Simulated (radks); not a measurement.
Spin polarisation of the 4d7 shell in Ru. Start: [Kr] 4d(up 3.5, down 3.5) 5s(up 0.5, down 0.5); electrons of 4d are moved from spin down to spin up, other shells keep equal spins. Method: non-relativistic Kohn-Sham, TPSS, spin-polarised, spherical densities, point nucleus; meta-GGA in the generalised Kohn-Sham scheme; computed with a radial shooting solver on a logarithmic mesh with Libxc functionals.

\begin{tabular}{lrrrrr}
moment (Bohr magnetons) & E - E(0) (eV) & e(4d up) (eV) & e(4d down) (eV) & 5s down minus up (eV) & 4p down minus up (eV) \\ \hline
0 & 0.000 & -5.452 & -5.452 & 0.000 & 0.000 \\
0.75 & -0.094 & -5.693 & -5.192 & 0.188 & 0.522 \\
1.5 & -0.376 & -5.915 & -4.913 & 0.377 & 1.044 \\
2.25 & -0.846 & -6.118 & -4.613 & 0.568 & 1.568 \\
3 & -1.505 & -6.302 & -4.291 & 0.761 & 2.092 \\
\end{tabular}

At moment 3 the spin-polarisation energy is -1.505 eV and the 4d exchange splitting 2.011 eV, that is 0.670 eV per Bohr magneton; E = -I m^2/4 would give I = 0.669 eV.
